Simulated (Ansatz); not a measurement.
Species: CH₁₀NSi₂ (charge +1, singlet). It need not be the lowest isomer of its formula. 
Geometry from a B3LYP-D3(BJ)/def2-TZVP (Ansatz, a quantum-chemistry and plane-wave program) optimisation:
```
N
H 1 1.0229
H 1 1.0233 2 104.77
Si 1 1.8712 2 108.90 3 -116.38
H 4 1.4677 1 103.58 2 -48.30
H 4 1.4684 5 114.42 1 -113.61
H 4 1.4687 5 114.08 6 -134.55
Si 1 1.8936 2 108.96 3 114.86
H 8 1.4704 1 101.09 2 -167.43
H 8 1.4709 9 113.02 1 -108.50
C 8 1.8454 9 115.74 10 -136.31
H 11 1.0909 8 112.51 9 -46.42
H 11 1.0917 12 108.99 8 124.84
H 11 1.0932 12 107.30 13 115.92
```
Charge +1, spin multiplicity 1.

Total electronic energies in hartree. Valence correlation only, unless marked. No spin-orbit coupling. No relativistic terms. CBS marks a two-point X^-3 extrapolation of the correlation energy; Hartree-Fock from the larger set.

```json
[
 {"level": "HF/cc-pV(T+d)Z", "program": "Ansatz", "energy (Eh)": "-675.90566"},
 {"level": "RI-HF/cc-pV(Q+d)Z", "program": "Ansatz", "energy (Eh)": "-675.91970"},
 {"level": "revPBE/def2-TZVPD", "program": "Ansatz", "energy (Eh)": "[?]"},
 {"level": "r2SCAN-D4/def2-TZVPD", "program": "Ansatz + dftd4", "energy (Eh)": "-677.60207"},
 {"level": "MP2/6-31G", "program": "Ansatz", "energy (Eh)": "-675.97301"},
 {"level": "CCSD/6-31G", "program": "Ansatz", "energy (Eh)": "-676.02737"},
 {"level": "CCSD(T)/cc-pV(T+d)Z", "program": "Ansatz", "energy (Eh)": "-676.63539"},
 {"level": "CCSD(T)/cc-pVTZ", "program": "Ansatz", "energy (Eh)": "-676.62874"},
 {"level": "CCSD(T)/CBS(cc-pV(T+d)Z,cc-pV(Q+d)Z)", "program": "Ansatz", "energy (Eh)": "-676.7154"}
]
```

Problem. What belongs in the gaps?

Solution. 
- revPBE/def2-TZVPD, energy (Eh): -677.55616
